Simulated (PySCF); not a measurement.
CH4Cl2OSi.

```xyz
9

C     -1.1204     1.7433     0.0000
Si     0.0965     0.3440     0.0000
O      1.6317     0.9834     0.0000
Cl    -0.1746    -0.8699    -1.6689
Cl    -0.1746    -0.8699     1.6689
H     -0.9766     2.3715     0.9014
H     -2.1559     1.3516     0.0000
H     -0.9766     2.3715    -0.9014
H      2.3617     0.3389     0.0000
```
Charge 0, spin multiplicity 1.

Geometry optimised at PBE-D3(BJ)/def2-SVP. One conformer was computed; it need not be the lowest.

The numbers are results of B3LYP/pcSseg-1 (PySCF), not measurements. Non-relativistic, no solvent.

Give the absolute GIAO shielding of each atom: isotropic value and principal components (ppm). (An estimate is asked for; the answer gives what the named calculation found.)


| atom | σ(iso) | σ11 | σ22 | σ33 | span |
|---|---|---|---|---|---|
| C1 | 172.4 | 164.2 | 166.5 | 186.5 | 22.3 |
| Si2 | 320.3 | 297.0 | 308.5 | 355.5 | 58.6 |
| O3 | 230.0 | 190.0 | 238.2 | 261.8 | 71.8 |
| Cl4 | 811.3 | 682.5 | 750.4 | 1000.9 | 318.5 |
| Cl5 | 811.3 | 682.5 | 750.4 | 1000.9 | 318.5 |
| H6 | 30.4 | 26.2 | 28.0 | 37.1 | 10.9 |
| H7 | 30.6 | 26.8 | 28.7 | 36.3 | 9.5 |
| H8 | 30.4 | 26.2 | 28.0 | 37.1 | 10.9 |
| H9 | 28.6 | 21.9 | 24.0 | 39.9 | 18.0 |
